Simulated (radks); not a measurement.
Values are calculated unless marked as measured or tabulated.
Coherent X-ray form factor from a spherical all-electron density. Level of theory: scalar-relativistic Kohn-Sham, PBEsol, spin-unpolarised, spherical densities, finite nucleus; Fermi nuclear charge, rms radius of each element as measured or else 0.836 A^(1/3) + 0.57 fm (a radial shooting solver on a logarithmic mesh with Libxc functionals).

| sin(theta)/lambda (1/angstrom) | f0 (electrons) |
|---|---|
| 0.05 | 48.611 |
| 0.1 | 47.492 |
| 0.15 | 45.776 |
| 0.2 | 43.643 |
| 0.25 | 41.278 |
| 0.3 | 38.840 |
| 0.4 | 34.156 |
| 0.5 | 30.043 |
| 0.6 | 26.583 |
| 0.8 | 21.468 |
| 1 | 18.204 |
| 1.25 | 15.446 |
| 1.5 | 13.139 |
| 2 | 9.178 |

The species is in the configuration that NIST lists as its ground one. Which atom or ion scatters so?

Answer. The barium ion Ba7+, [Kr] 4d10 5s2 5p1. Extrapolating in s^2 from the first two rows gives f0(0) = 49.0, near the electron count 49; among species with that count, the fall with angle is slower the higher Z, and the table is that of Z = 56; from so few rows the species is fixed only to a neighbour or two.
